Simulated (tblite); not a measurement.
C₈H₁₆P (charge +1).
Cartesian coordinates in Å at the GFN2-xTB level; atoms count from 1:
```xyz
25
C8H16P angstrom
C     -1.7366    1.3377    1.8744
C     -0.9771    1.2906    0.7866
C     -0.9000    2.3363   -0.2778
P      0.0795   -0.1495    0.5005
C      1.8430    0.2940    0.4968
C      2.7175   -0.9565    0.5581
C     -0.4501   -1.0463   -0.9779
C      0.2394   -0.9814   -2.1100
C     -1.7314   -1.7893   -0.7752
H     -2.3783    2.1809    2.0699
H     -1.7482    0.5485    2.6090
H     -1.1002    1.9010   -1.2578
H      0.0937    2.7845   -0.3059
H     -1.6237    3.1248   -0.0913
H     -0.1259   -1.0012    1.5690
H      2.0183    0.9364    1.3660
H      2.0505    0.8820   -0.4027
H      2.5330   -1.5140    1.4743
H      2.5325   -1.6143   -0.2886
H      3.7665   -0.6724    0.5445
H      1.1597   -0.4295   -2.2073
H     -0.0989   -1.4952   -2.9948
H     -2.4849   -1.1407   -0.3255
H     -1.5772   -2.6356   -0.1048
H     -2.1120   -2.1668   -1.7203
```

Calculated harmonic vibrations of the isolated species, GFN2-xTB (tblite), most abundant isotopes, no scaling. Against measured fundamentals such values can be off by several per cent, at times by over 20. Modes of hydrogen on phosphorus can be 10 to 20 % off. One conformer, not necessarily the lowest.

Harmonic wavenumbers (cm⁻¹): 30.5, 38.2, 85.8, 100.0, 107.5, 112.9, 118.9, 149.8, 217.4, 236.1, 288.6, 315.0, 346.4, 385.5, 411.8, 450.5, 610.4, 659.5, 680.3, 683.6, 725.1, 759.4, 833.8, 838.2, 922.8, 923.4, 928.0, 931.6, 990.7, 992.1, 998.3, 1002.4, 1029.4, 1034.1, 1058.0, 1173.3, 1175.3, 1189.6, 1231.6, 1376.7, 1380.0, 1397.8, 1402.3, 1403.7, 1420.2, 1449.3, 1451.1, 1451.8, 1454.5, 1477.5, 1480.1, 1669.5, 1675.4, 2387.1, 2932.8, 2941.3, 2992.4, 2995.6, 3005.5, 3007.9, 3036.7, 3041.8, 3058.0, 3060.7, 3061.9, 3092.4, 3100.6, 3126.8, 3127.8.

A = 1447, B = 1137, C = 849.3 MHz; mass 143.099 u (most abundant isotopes); point group C1, symmetry number 1.

Task: What is the zero-point energy?

Result: Half the sum of the wavenumbers: 46612 cm⁻¹ = 133.27 kcal/mol.

Task: What is S at 350 K and 1 bar for an ideal gas of classical rigid rotors and harmonic oscillators?

Result: Translation 41.61, rotation 30.30, vibration 52.18: S = 124.1 cal/(mol K).

Task: And Cp and H(350 K) − H(0)?

Result: Cp = 55.74 cal/(mol K), of which vibrations give 47.79 (their classical limit is 69 R = 137.1); H(350 K) − H(0) = 11.73 kcal/mol without the zero-point energy, 8.95 from vibrations.

Task: Which modes carry the vibrational entropy at 350 K?

Result: 30.5 cm⁻¹: 6.11; 38.2 cm⁻¹: 5.67; 85.8 cm⁻¹: 4.07; 100.0 cm⁻¹: 3.77; 107.5 cm⁻¹: 3.63; 112.9 cm⁻¹: 3.53 cal/(mol K); the other 63 give 25.40 together.

Task: Blend soft modes into free rotors: weight 1/[1 + (100 cm⁻¹/ν̃)⁴] for the oscillator and the rest for a rotor with moment μB/(μ + B), μ = h/(8π²ν), B = 10⁻⁴⁴ kg m². What vibrational entropy results?

Result: 46.87 cal/(mol K) in place of 52.18, which changes −T·S at 350 K by +1.86 kcal/mol.

Task: What must be added to the electronic energy to get the Gibbs energy at 350 K and 1 bar?

Result: ZPE + [H(350 K) − H(0)] − T·S = 133.27 + 11.73 − 43.43 = 101.57 kcal/mol.

Hindered rotation and anharmonicity are outside this model. Other conformers, if any are populated, would add a mixing term that is left out. The structure is chiral; the term R ln 2 for an equal mix with its mirror image is left out.
